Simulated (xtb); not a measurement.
C6H14O3, charge +1, doublet, at a GFN2-xTB geometry (a state made from the parent by changing its charge; the spin is typed, not shown lowest); GFN1-xTB (xtb 6.7.1).

xtb was given this input:
```
$ xtb mol.xyz --gfn 1 --chrg 1 --uhf 1 --opt --json

# file mol.xyz
23

C     -4.32132609     0.01449925    -0.04354565
O     -3.22889778     0.69226264     0.51524295
C     -2.10930340     0.85781854    -0.26425094
C     -1.13509071    -0.38595611    -0.14193794
O      0.01774253    -0.17247583    -0.87624319
C      1.14268708     0.31211147    -0.23322109
C      2.11135685    -0.87778016     0.16283828
O      3.20096009    -0.42067938     0.86450393
C      4.31950192     0.00323352     0.13363489
H     -5.16697599     0.18838127     0.62079508
H     -4.13208795    -1.06636634    -0.09059802
H     -4.54913894     0.37104555    -1.05301547
H     -2.34242845     0.99461160    -1.32715006
H     -1.57191929     1.73005395     0.12265680
H     -1.64741630    -1.24906372    -0.57893754
H     -0.94146282    -0.54921753     0.92357614
H      0.90894025     0.86537063     0.68260260
H      1.67825947     0.94923610    -0.94430148
H      2.38467079    -1.40525105    -0.75905549
H      1.55262782    -1.54252087     0.83008303
H      4.14053797     0.98422341    -0.32671949
H      5.13726071     0.10048207     0.84674119
H      4.58373998    -0.70740358    -0.65581204
```

Output, abridged:

```
   ID    Z sym.   atoms
    1    6 C      1, 3, 4, 6, 7, 9
    2    8 O      2, 5, 8
    3    1 H      10-23

           -------------------------------------------------
          |                Calculation Setup                |
           -------------------------------------------------

           -------------------------------------------------
          |                 G F N 1 - x T B                 |
           -------------------------------------------------

          ...................................................
          :                      SETUP                      :
          :.................................................:
          :  # basis functions                  64          :
          :  # atomic orbitals                  64          :
          :  # shells                           46          :
          :  # electrons                        55          :
          :  # halogen bonds                     0          :
          :  max. iterations                   250          :
          :  Hamiltonian                  GFN1-xTB          :
          :  restarted?                      false          :
          :  GBSA solvation                  false          :
          :  PC potential                    false          :
          :  electronic temp.          300.0000000     K    :
          :  accuracy                    1.0000000          :
          :  -> integral cutoff          0.2500000E+02      :
          :  -> integral neglect         0.1000000E-07      :
          :  -> SCF convergence          0.1000000E-05 Eh   :
          :  -> wf. convergence          0.2000000E-04 e    :
          :  Broyden damping             0.4000000          :
          :  net charge                          1          :
          :  unpaired electrons                  1          :
          ...................................................

 iter      E             dE          RMSdq      gap      omega  full diag
   1    -34.0136646 -0.340137E+02  0.699E+00    7.52       0.0  T
   2    -34.1118105 -0.981459E-01  0.424E+00    7.90       1.0  T
   3    -34.1090500  0.276052E-02  0.104E+00    8.12       1.0  T
   4    -34.1134205 -0.437045E-02  0.242E-01    8.07       1.0  T
   5    -34.1158844 -0.246391E-02  0.235E-02    8.07       1.0  T
   6    -34.1159041 -0.197442E-04  0.385E-03    8.06       5.4  T
   7    -34.1159044 -0.241066E-06  0.118E-03    8.06      17.7  T
[...]
         :: total energy             -33.824469590267 Eh    ::
 * total energy  :   -33.8244696 Eh     change       -0.1401901E-10 Eh
 * total energy  :   -33.8254764 Eh     change       -0.1006770E-02 Eh
 * total energy  :   -33.8255825 Eh     change       -0.1061748E-03 Eh
 * total energy  :   -33.8256322 Eh     change       -0.4964608E-04 Eh
 * total energy  :   -33.8256845 Eh     change       -0.5232568E-04 Eh
 * total energy  :   -33.8257103 Eh     change       -0.2582413E-04 Eh
 * total energy  :   -33.8257531 Eh     change       -0.4277780E-04 Eh
 * total energy  :   -33.8257729 Eh     change       -0.1976307E-04 Eh
 * total energy  :   -33.8257793 Eh     change       -0.6448192E-05 Eh
 * total energy  :   -33.8257816 Eh     change       -0.2279962E-05 Eh
   *** GEOMETRY OPTIMIZATION CONVERGED AFTER 10 ITERATIONS ***
         :: total energy             -33.825781600109 Eh    ::
[...]
    23H     0.05589  0.11483   0.944  0.000  0.000

Wiberg/Mayer (AO) data.
largest (>0.10) Wiberg bond orders for each atom

 ---------------------------------------------------------------------------
     #   Z sym  total        # sym  WBO       # sym  WBO       # sym  WBO
 ---------------------------------------------------------------------------
     1   6 C    3.858 --    12 H    0.968    10 H    0.966    11 H    0.938
                             2 O    0.936
     2   8 O    2.120 --     3 C    1.027     1 C    0.936
     3   6 C    3.863 --     2 O    1.027    13 H    0.963    14 H    0.950
                             4 C    0.832
     4   6 C    3.868 --     5 O    0.996    16 H    0.964    15 H    0.952
                             3 C    0.832
     5   8 O    2.211 --     6 C    0.996     4 C    0.996
     6   6 C    3.868 --     5 O    0.996    17 H    0.964    18 H    0.952
                             7 C    0.832
     7   6 C    3.863 --     8 O    1.027    19 H    0.963    20 H    0.950
                             6 C    0.832
     8   8 O    2.120 --     7 C    1.027     9 C    0.936
     9   6 C    3.858 --    23 H    0.968    22 H    0.966    21 H    0.938
                             8 O    0.936
    10   1 H    0.997 --     1 C    0.966
    11   1 H    0.976 --     1 C    0.938
    12   1 H    0.994 --     1 C    0.968
    13   1 H    1.001 --     3 C    0.963
    14   1 H    1.002 --     3 C    0.950
    15   1 H    1.006 --     4 C    0.952
    16   1 H    1.003 --     4 C    0.964
    17   1 H    1.003 --     6 C    0.964
    18   1 H    1.006 --     6 C    0.952
    19   1 H    1.001 --     7 C    0.963
    20   1 H    1.002 --     7 C    0.950
    21   1 H    0.976 --     9 C    0.938
    22   1 H    0.997 --     9 C    0.966
    23   1 H    0.994 --     9 C    0.968
 ---------------------------------------------------------------------------

Topologies differ in total number of bonds
Writing topology from bond orders to xtbtopo.mol

 dipole moment from electron density (au)
     X       Y       Z
   0.0159  -0.1540  -0.7823  total (Debye):    2.027

optimized geometry written to: xtbopt.xyz

           -------------------------------------------------
          | TOTAL ENERGY              -33.825781600109 Eh   |
          | GRADIENT NORM               0.000229358324 Eh/α |
          | HOMO-LUMO GAP               8.081385397185 eV   |
           -------------------------------------------------
```
